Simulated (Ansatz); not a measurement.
HN, triplet, at a GFN2-xTB geometry. Base run: Ansatz (a program for electronic structure) with HF/cc-pVDZ.

Geometry (Å):
```xyz
2

N      0.0000     0.0000    -0.1280
H      0.0000     0.0000     0.8957
```
Charge 0, spin multiplicity 3.
Orbitals are unrestricted.
All else is at Ansatz's defaults.

Each row names what was changed in the base input (with any setting that the change needs).

```tsv
change	basis functions	E (Eh)
base	19	-54.96650
basis = cc-pVTZ-DK; relativity = none	44	-54.97930
basis = ANO-RCC-VDZP; relativity = spin-free X2C	19	-55.01216
basis = jorge-DZP-DKH; relativity = none	20	-54.97027
basis = ANO-RCC-VDZP; relativity = spin-free X2C; nucleus = Gaussian	19	-55.01215
basis = jorge-DZP-DKH; relativity = spin-free X2C	20	-55.00092
basis = cc-pVTZ-DK; relativity = spin-free X2C	44	-55.01047
basis = jorge-DZP-DKH; relativity = spin-free X2C; nucleus = Gaussian	20	-55.00091
basis = cc-pVTZ-DK; relativity = spin-free X2C; nucleus = Gaussian	44	-55.01046
basis = ANO-RCC-VDZP; relativity = none	19	-54.97969
```

Totals shift with the method and basis; they matter in differences.

Ansatz warned in this series: the basis is contracted for relativity, which the run leaves out.

Basis sets contracted for a relativistic Hamiltonian are a mismatch without it, so the rows without relativity aren't non-relativistic limits. No row has spin-orbit coupling; sets with core potentials leave out the core electrons.
